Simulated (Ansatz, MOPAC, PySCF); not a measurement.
Molecule: CHCl2, charge 1, multiplicity 1. SMILES of the parent species: Cl[CH]Cl
Geometry from a B3LYP-D3(BJ)/def2-TZVP (Ansatz, a first-principles code) optimisation:
```
C
H 1 1.0893
Cl 1 1.6261 2 117.96
Cl 1 1.6261 2 117.96 3 -180.00
```
Charge +1, spin multiplicity 1.

Unscaled harmonic wavenumbers (cm⁻¹) in rising order, each level at the stationary point that it reaches from this structure (no distance between atoms moves by over 0.3 Å); the order of modes can differ between levels, and a negative number is imaginary. B3LYP-D3(BJ)/def2-TZVP (PySCF, at the structure above): 357, 847, 903, 1057, 1322, 3144.

PM3 (MOPAC): 367, 826, 899, 906, 1230, 2873. Zero-point energy 10.2 against 10.9 kcal/mol; where all levels lie over 400 cm⁻¹, the wavenumbers are on average 0.935 times those of B3LYP-D3(BJ)/def2-TZVP.

PM6 (MOPAC): 352, 827, 889, 1020, 1180, 2544. Zero-point energy 9.7 against 10.9 kcal/mol; where all levels lie over 400 cm⁻¹, the wavenumbers are on average 0.926 times those of B3LYP-D3(BJ)/def2-TZVP.

HF/6-31G* (Ansatz): 385, 908, 1006, 1122, 1491, 3392. Zero-point energy 11.9 against 10.9 kcal/mol; where all levels lie over 400 cm⁻¹, the wavenumbers are on average 1.091 times those of B3LYP-D3(BJ)/def2-TZVP.

B3LYP/6-31G* (Ansatz): 362, 848, 903, 1064, 1364, 3189. Zero-point energy 11.1 against 10.9 kcal/mol; where all levels lie over 400 cm⁻¹, the wavenumbers are on average 1.011 times those of B3LYP-D3(BJ)/def2-TZVP.
